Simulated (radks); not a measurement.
Spherical quantum dot in the effective-mass picture: electrons in a well V = -V0 / (1 + exp((r - R)/a)) with V0 = 13.7, R = 2.36, a = 0.16, with a point charge +1 (a donor) at the centre, all in effective atomic units (hartree* = m*/eps^2 hartree, bohr* = eps/m* bohr), one dielectric constant everywhere. Method: non-relativistic Kohn-Sham, LDA (Slater exchange, Perdew-Wang correlation), spin-polarised, spherical densities; computed with a radial shooting solver with Libxc functionals. Levels are named by radial order and angular momentum (1s, 1p, 1d, 2s, ...), and open shells are averaged over m. Results are scaled to m* = 0.607 and eps = 14.8, for which hartree* = 75.41 meV and bohr* = 1.29 nm.

N = 8, configuration 1s2 1p6. This is the lowest configuration that the search found. Occupied and some empty levels:

| level | occupation | eigenvalue (meV) | <r> (nm) |
|---|---|---|---|
| 1s | 2 | -685.37 | 1.558 |
| 1p | 6 | -619.24 | 1.915 |
| 1d | 0 | -541.09 | 2.091 |
| 2s | 0 | -520.22 | 1.543 |
| 1f | 0 | -446.97 | 2.221 |

Energy (meV): total -6519.82, kinetic 772.10, external -8515.5, Hartree 1527.8, exchange-correlation -304.21.
